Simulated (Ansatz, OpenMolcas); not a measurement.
**SiHCl2F (SMILES F[SiH](Cl)Cl): the vertical electron affinity, rung by rung**

SiHCl2F has 5 atoms, charge 0, and is taken as a singlet. As SMILES, `F[SiH](Cl)Cl`. The coordinates come from a PBE0-D4/def2-TZVP relaxation.

Quantity: the vertical electron affinity (to the doublet anion), in eV. The values are calculated.

The electron affinity is E(neutral) − E(anion): positive where the electron is bound.

```json
{"level": "revPBE/def2-SVPD", "kind": "GGA", "program": "OpenMolcas", "value (eV)": "-1.22", "CPU time (all runs)": "2.1 min"}
{"level": "r2SCAN/def2-SVPD", "kind": "meta-GGA", "program": "Ansatz", "value (eV)": "-1.43", "CPU time (all runs)": "51 s"}
{"level": "BHLYP/def2-SVPD", "kind": "global hybrid", "program": "Ansatz", "value (eV)": "-1.60", "CPU time (all runs)": "20 s"}
{"level": "M06-2X/def2-SVPD", "kind": "hybrid meta-GGA", "program": "OpenMolcas", "value (eV)": "-1.62", "CPU time (all runs)": "3.8 min"}
{"level": "wB97X/def2-SVPD", "kind": "range-separated hybrid", "program": "Ansatz", "value (eV)": "-1.91", "CPU time (all runs)": "97 s"}
{"level": "B2PLYP/def2-SVPD", "kind": "double hybrid", "program": "Ansatz", "value (eV)": "-1.51", "CPU time (all runs)": "26 s"}
{"level": "MP2/def2-SVPD", "kind": "perturbation theory", "program": "Ansatz", "value (eV)": "-1.72", "CPU time (all runs)": "13 s"}
{"level": "CCSD/def2-SVPD", "kind": "coupled cluster or CI", "program": "Ansatz", "value (eV)": "-1.71", "CPU time (all runs)": "61 s"}
```

Where it was recorded, the anion's HOMO is positive in revPBE/def2-SVPD, r2SCAN/def2-SVPD, BHLYP/def2-SVPD, M06-2X/def2-SVPD, wB97X/def2-SVPD, B2PLYP/def2-SVPD: a fault of the level (basis or self-interaction), which says nothing on whether the real anion is bound. The values span -1.91 to -1.22 eV. The second state's dipole differs much between rows, so they may not all be the same state. Negative values mean that the anion is unbound at that level; they are set by how diffuse the basis is and aren't properties of the molecule, whose anion may well be bound. CPU times are rough (shared hosts, several kinds of processor and program).
